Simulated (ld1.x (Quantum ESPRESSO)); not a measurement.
# Transferability test, TM potential for P

| Item | Value |
| --- | --- |
| Element | phosphorus |
| Generator | ld1.x (Quantum ESPRESSO) 7.5 |
| Type | norm-conserving Troullier–Martins (Kleinman–Bylander form) |
| Functional | PBE |
| Relativity | non-relativistic |
| Frozen core | [Ne] |
| Valence charge | 5 |
| Reference configuration | 3s2 3p2 (charge +1) |
| Partial waves | 3p (bound): rc 1.95 bohr; 3s (bound): rc 1.10 bohr |
| Local potential | the s channel |
| Core correction | none |

Energies are relative to the spin-unpolarised reference configuration 3s2 3p2; without spin polarisation the order of configurations can differ from experiment.

```json
{"valence configuration": "3s2 3p1", "charge": "+2", "ΔE all-electron (eV)": "19.159", "error AE − PS (meV)": "+15"}
{"valence configuration": "3s1 3p4", "charge": "0", "ΔE all-electron (eV)": "-1.294", "error AE − PS (meV)": "+31"}
{"valence configuration": "3s1 3p3", "charge": "+1", "ΔE all-electron (eV)": "9.025", "error AE − PS (meV)": "+23"}
{"valence configuration": "3s2 3p3.3", "charge": "-0.3", "ΔE all-electron (eV)": "-11.052", "error AE − PS (meV)": "+7.4"}
{"valence configuration": "3s2 3p2.5", "charge": "+0.5", "ΔE all-electron (eV)": "-5.961", "error AE − PS (meV)": "+1.8"}
```

Task: What are ΔE and the potential's error for 3s2 3p3?

Result: ΔE = -9.742 eV all-electron; the error (AE − PS) is +5.3 meV.

Task: What are ΔE and the potential's error for 3s2 3p0?

Result: ΔE = 48.909 eV all-electron; the error (AE − PS) is +100 meV.

Levels in the configuration 3s2 3p0:

```tsv
level	all-electron (eV)	pseudo (eV)
3s	-45.504	-45.425
```
